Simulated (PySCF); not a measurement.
Relaxation of singlet VNCl₂

Level of theory: PBE0/[V def2-TZVP, N def2-TZVP, Cl def2-TZVP], no relativity, density fitting, PySCF. A (50,194) grid was used.

A start at the PBE0 minimum, of Cs symmetry, held to at least that symmetry:

Coordinates in bohr (charge 0 multiplicity 1):
```
V     0.0000    0.3685   -0.5056
N     0.0000   -0.4724   -3.3411
Cl    3.8120   -0.1738    1.0373
Cl   -3.8120   -0.1738    1.0373
```

**Question.** What forces act on the atoms at the start (eV/Å)?

**Answer.** 
```json
{"atom": "V1", "Fx": "0.00", "Fy": "-1.21", "Fz": "-3.19"}
{"atom": "N2", "Fx": "0.00", "Fy": "1.03", "Fz": "3.28"}
{"atom": "Cl3", "Fx": "-0.45", "Fy": "0.09", "Fz": "-0.05"}
{"atom": "Cl4", "Fx": "0.45", "Fy": "0.09", "Fz": "-0.05"}
```

**Question.** What does it relax to?

**Answer.** It ends at Cs with V–Cl 2.171 Å (×2), V–N 1.502 Å; Cl–V–Cl 128.9°, Cl–V–N 111.0° (×2) (after a last refinement on a finer grid). A frequency run shows a minimum. Other isomers or separated fragments may lie lower.

**Question.** How much energy is released, and in how many steps?

**Answer.** 13.5 kJ/mol in 9 steps.

Stability towards spin polarisation was not tested.
